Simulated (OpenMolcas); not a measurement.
## How methods differ on CH3FGeO (SMILES C[O][Ge][F])

CH3FGeO has 7 atoms, charge 0, and is taken as a singlet. SMILES: `C[O][Ge][F]`. The coordinates come from a PBE0-D4/def2-TZVP relaxation. This is one conformer, not always the lowest.

Quantity: the vertical ionisation energy (to the doublet cation), in eV. The values are calculated.

| level | kind | program | value (eV) | CPU time (all runs) |
| --- | --- | --- | --- | --- |
| HF/6-31G* (spherical functions) | Hartree–Fock | OpenMolcas | 9.90 | 23 s |
| PBE/6-31G* (spherical functions) | GGA | OpenMolcas | 10.02 | 70 s |
| revPBE/6-31G* (spherical functions) | GGA | OpenMolcas | 9.95 | 70 s |
| M06-L/6-31G* (spherical functions) | meta-GGA | OpenMolcas | 10.08 | 92 s |
| TPSS/6-31G* (spherical functions) | meta-GGA | OpenMolcas | 10.07 | 1.7 min |
| BHLYP/6-31G* (spherical functions) | global hybrid | OpenMolcas | 10.54 | 78 s |
| M06-2X/6-31G* (spherical functions) | hybrid meta-GGA | OpenMolcas | 10.32 | 95 s |
| PBE0/6-31G* (spherical functions) | global hybrid | OpenMolcas | 10.36 | 70 s |

All-electron rows without a relativistic Hamiltonian named are non-relativistic. The values span 9.90 to 10.54 eV. Times are those of the runs behind each value, whatever else they computed, on shared processors of several kinds: orders of magnitude only.
